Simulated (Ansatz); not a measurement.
Zn₁₀S₉Cl₂. The state is a singlet with charge 0. Geometry PBE-D4/def2-SVP, loosely relaxed, basis def2-TZVP, Ansatz.

Cartesian coordinates in Å:
```
Cl 3.5788 -1.4540 1.3011
Cl 0.2972 -2.6576 3.1349
S 1.4592 -3.4205 -0.9400
S -1.7434 -1.1978 -2.5507
S -3.2431 -1.1315 1.6178
S 2.5215 -0.2376 -2.5905
S 0.1880 -0.2982 0.3475
S -2.6135 2.3816 -0.3827
S 1.5834 3.0706 0.3533
S -1.0665 1.3468 3.3552
S -0.0210 2.5385 -2.9134
Zn 0.5383 -1.4989 -2.0410
Zn 3.0352 -1.6909 -0.9296
Zn 1.3003 -2.2941 1.0693
Zn -2.0188 -1.1435 -0.2862
Zn 1.5497 1.5041 -1.4596
Zn -1.1147 -0.8913 2.6056
Zn 0.3843 1.6759 1.6512
Zn -1.5833 1.0674 -2.1207
Zn -0.4751 3.2053 -0.7347
Zn -2.5563 1.1257 1.5134
```

```
run  HOMO (eV)  LUMO (eV)
  A      -7.47      -2.34
  B      -6.65      -2.88
  C      -6.39      -3.11
  D      -6.70      -3.04
```

Single mean-field runs in def2-TZVP are fitted with def2-universal-jkfit.

Task: The runs used B97M-V, PBE, PBE0, r2SCAN. Estimate which is which.

Result: A PBE0 (25 % exact exchange); B r2SCAN (0 % exact exchange); C PBE (0 % exact exchange); D B97M-V (0 % exact exchange). Exact exchange lowers occupied and raises empty levels; among semilocal functionals meta-GGAs tend to open the gap a little, and such runs are hard to tell apart. The gap grows from 3.28 eV (PBE) to 5.12 eV (PBE0). The geometry of the charge 0 singlet is only loosely relaxed.
